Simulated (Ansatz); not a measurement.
Sr₅O₆: single points at one geometry.

```yaml
crystal:
  periodic: [false, false, false]
  atoms:
    - {symbol: Sr, position_ang: [0.271260, -1.789496, -0.199988]}
    - {symbol: Sr, position_ang: [-1.968882, 0.605285, 1.087666]}
    - {symbol: Sr, position_ang: [1.268212, 0.604527, 2.260842]}
    - {symbol: Sr, position_ang: [-1.980538, -1.098474, -2.773260]}
    - {symbol: Sr, position_ang: [0.668562, 1.850119, -0.816891]}
    - {symbol: O, position_ang: [1.917096, -0.060402, -0.003383]}
    - {symbol: O, position_ang: [-1.144337, 0.262861, -1.139146]}
    - {symbol: O, position_ang: [-0.970288, -2.735128, -1.909674]}
    - {symbol: O, position_ang: [2.663270, 1.193776, 0.348280]}
    - {symbol: O, position_ang: [-0.244363, 2.080565, 1.276053]}
    - {symbol: O, position_ang: [-0.479992, -0.913622, 1.869491]}
basis:
  gaussian: {orbitals: def2-TZVP, initial_orbitals: start.molden}
hamiltonian: {xc: {name: LC-wPBE}}
scf: {omitted_lower_state_checks: [starts]}
output: {forces: true, orbitals: {seedname: orbitals}}
```

The file start.molden holds the orbitals of an earlier run on this structure, at another level or in another basis.

```sh
$ ansatz run in.yaml --threads 4 --pin off --events-out ev --progress --plain --max-ram 6963MiB
```

It prints (some lines left out):

```
Functional definition: LC-wPBE
2471 factors; their error is unknown
969 factors; integrals over basis functions are off by at most 2.0e-5 eV
mean field evaluation 1: about -16472.7598 eV, gradient 1.3e1 eV
mean field evaluation 2: about -16473.2108 eV, gradient 6.7e-1 eV
mean field evaluation 4: about -16473.2060 eV, gradient 2.1e-1 eV
mean field evaluation 8: about -16473.2060 eV, gradient 1.4e-5 eV
mean field -16473.20602620 eV, -605.3791555227 hartree, gradient 1.4e-5 eV, S^2 0.000000; 0 other end points of the search recorded, 0 dependent functions left out
reference -16473.20602621 eV, -605.3791555232 hartree; 49, 49 occupied and 302, 302 virtual orbitals, 2471 factors
Total energy: -16473.20602621 eV, -605.3791555232 hartree
Atom 0 at     0.271260    -1.789496    -0.199988 Å, force    -0.179820    -0.009779    -0.028973 eV/Å
Atom 1 at    -1.968882     0.605285     1.087666 Å, force     0.518116    -0.021561     0.039673 eV/Å
Atom 2 at     1.268212     0.604527     2.260842 Å, force    -0.265239     0.000933    -0.324212 eV/Å
Atom 3 at    -1.980538    -1.098474    -2.773260 Å, force     0.438338    -0.462019     0.453065 eV/Å
Atom 4 at     0.668562     1.850119    -0.816891 Å, force    -0.049596    -0.232775     0.410385 eV/Å
Atom 5 at     1.917096    -0.060402    -0.003383 Å, force     0.429463     0.940527     0.269584 eV/Å
Atom 6 at    -1.144337     0.262861    -1.139146 Å, force    -0.149554     0.113810    -0.182224 eV/Å
Atom 7 at    -0.970288    -2.735128    -1.909674 Å, force    -0.210288     0.473374    -0.245795 eV/Å
Atom 8 at     2.663270     1.193776     0.348280 Å, force    -0.526729    -0.849743    -0.250611 eV/Å
Atom 9 at    -0.244363     2.080565     1.276053 Å, force    -0.027006    -0.092695    -0.105702 eV/Å
Atom 10 at    -0.479992    -0.913622     1.869491 Å, force     0.022316     0.139927    -0.035191 eV/Å
Dipole moment:    -1.416687     1.138799    -0.761327 e Å
Checks for a lower state left out: starts
```

It took 18 s on 4 threads of Arm Neoverse V1 on a shared host, peak host memory 1.5 GiB.

Geometry: PBE-D4/def2-SVP.

In the def2 sets Sr takes a core potential; there is no spin–orbit coupling. LC-ωPBE has ω = 0.4 bohr⁻¹. The structure holds one bond between oxygen atoms, so isomers without such links may lie far lower. The structure comes from a short search, and lower isomers may exist.
